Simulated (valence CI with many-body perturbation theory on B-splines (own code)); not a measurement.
# Which ion has this spectrum?

A relativistic CI+MBPT calculation for an atom or ion with 22 electrons gives these levels (cm⁻¹):

| J | Parity | E | g |
| --- | --- | --- | --- |
| 0 | even | 0 |  |
| 1 | even | 328270 | 1.49 |
| 4 | even | 416364 | 1.07 |
| 2 | even | 430327 | 1.23 |
| 3 | even | 457175 | 1.14 |
| 0 | even | 720253 |  |
| 2 | even | 730999 | 1.23 |
| 4 | even | 741140 | 1.15 |
| 3 | even | 755773 | 1.16 |
| 5 | even | 785131 | 1.08 |
| 6 | even | 806435 | 1.07 |
| 1 | even | 816387 | 1.10 |
| 4 | even | 845278 | 1.03 |
| 3 | even | 845394 | 1.08 |

The energies are calculated, and their last digits are not significant.

(1) Which is it?
A. Dy44+
B. Er46+
C. Tm47+
D. Tb43+

Answers

(1) B. Er46+, ground level (3d3/2^4) J=0.
